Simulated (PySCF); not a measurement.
## Germanium: a sound run and one with changed settings

Sound run: Ge [Ar] 3d10 4s2 4p2, Ge+ [Ar] 3d10 4s2 4p1. Computed with PySCF 2.14 in def2-SVP (5s4p3d, 32 functions), with no relativity, point nucleus. The sound run starts from symmetry-adapted Hartree-Fock orbitals and uses a fine grid where one is needed.

Changed run: radial step 1.2 in ln r (0.13 in the sound run). This setting is unsound on purpose.

```
species  method  sound run (hartree)  changed run (hartree)  converged
     Ge     UHF          -2075.05805            -2075.05805        yes
     Ge    TPSS          -2076.62856            -2064.56509        yes
     Ge    BP86          -2076.92052            -2065.19882        yes
    Ge+     UHF          -2074.78435            -2074.78435        yes
    Ge+    TPSS          -2076.33701            -2064.14451        yes
    Ge+    BP86          -2076.62580            -2064.78867        yes
```

Ionisation energy of Ge:

```tsv
method	sound run (eV)	changed run (eV)
UHF	7.448	7.448
TPSS	7.933	11.445
BP86	8.020	11.161
```

A coarse radial grid mis-integrates the density and the exchange-correlation energy, with errors of either sign; Hartree-Fock needs no grid.

For comparison, NIST gives 7.899 eV between the lowest levels.
